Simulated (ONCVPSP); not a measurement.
# PBE ONCV dataset for N, scalar-relativistic all-electron reference.

| Quantity | Value |
| --- | --- |
| Element | nitrogen (N) |
| Generator | ONCVPSP 4.0.1 |
| Type | optimised norm-conserving Vanderbilt (ONCV) |
| Functional | PBE |
| Relativity | scalar-relativistic |
| Frozen core | [He] |
| Valence charge | 5 |
| Reference configuration | 2s2 2p1 (charge +2) |
| Partial waves | 2s: rc 0.80 bohr, ncon 3, nbas 7, qcut 6.7 1/bohr, local; 2p: rc 1.30 bohr, ncon 3, nbas 7, qcut 11 1/bohr, 1 projector |
| Local potential | the s channel |
| Core correction | polynomial model core, fcfact 0.55 |

All-electron outer shells of the reference configuration (PBE, scalar-relativistic, ld1.x):

| shell | level (eV) | outermost node (bohr) | outermost maximum (bohr) |
| --- | --- | --- | --- |
| 1s | -423.87 | – | 0.15 |
| 2s | -49.16 | 0.32 | 0.96 |
| 2p | -37.51 | – | 0.86 |

Task: Does the generator finish with these settings?

Result: Yes, a potential is produced and its reference levels are reproduced.

Task: Estimate the cutoffs (Ha) at which the residual kinetic energy of the hardest occupied pseudo-wave falls to 1 and 0.1 mHa per electron.

Result: 58 Ha and 199 Ha.

Task: Does the potential have ghost states?

Result: No bound ghost flagged; no localised positive-energy state flagged.

Task: Which valence shell sets the plane-wave cutoff?

Result: 2s: 58 Ha for 1 mHa per electron, against 36 Ha for 2p.

Task: Tests: 2s2 2p3; 2s2 2p2; 2s2 2p0; 2s1 2p4. Which has the largest error in its energy relative to the reference configuration, and how large is it?

Result: 2s1 2p4, with +112 meV (all-electron minus pseudo) on -30.94 eV.
